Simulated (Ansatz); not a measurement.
Gas-phase electronic energies from Ansatz, PBE0-D4/def2-TZVP geometries. CBS: MP2 limit from def2 TZ/QZ plus the TZ coupled-cluster correction, frozen cores. This one scheme is used for every species. DFT in def2-TZVPP. For Ge outer-core shells are correlated without core-valence functions, which leaves a few kJ/mol of doubt a bond. Scalar relativity is left out up to krypton. One conformer a species, not always the lowest.

Consider the formal exchange of groups at a Ge–P bond: `[BH2][GeH2][PH2]` + disilane → `[BH2][GeH2][SiH2][SiH3]` + PH₃.

```csv
level,ΔE (kJ/mol),difference from CCSD(T)/CBS
ωB97X-V,-3.5,2.1
ωB97M-V,-3.7,1.9
B2PLYP,-0.9,4.7
PBE,-5.1,0.5
r2SCAN,-4.5,1.1
HF/def2-TZVPP,6.6,12.2
SCS-MP2/def2-TZVPP,-0.7,4.9
CCSD/def2-TZVPP,-3.7,1.9
MP2/def2-QZVPP,-3.4,2.2
CCSD/CBS(def2),-4.6,1.0
CCSD(T)/CBS,-5.6,0
```

Largest T1 diagnostic among the species: 0.013.

The D4 term adds −4.3 kJ/mol with B3LYP and −2.8 kJ/mol with PBE0; it sums over pairs of atoms, weighted by their polarisabilities, and B3LYP, whose exchange is more repulsive, gets the larger term. In def2-TZVPP, CCSD(T) changes the Hartree–Fock value by −11.4 kJ/mol (the triples alone add −1.0 kJ/mol) and MP2 by −9.6 kJ/mol.

B3LYP here is the variant with VWN-RPA as its local correlation; programs differ in this.
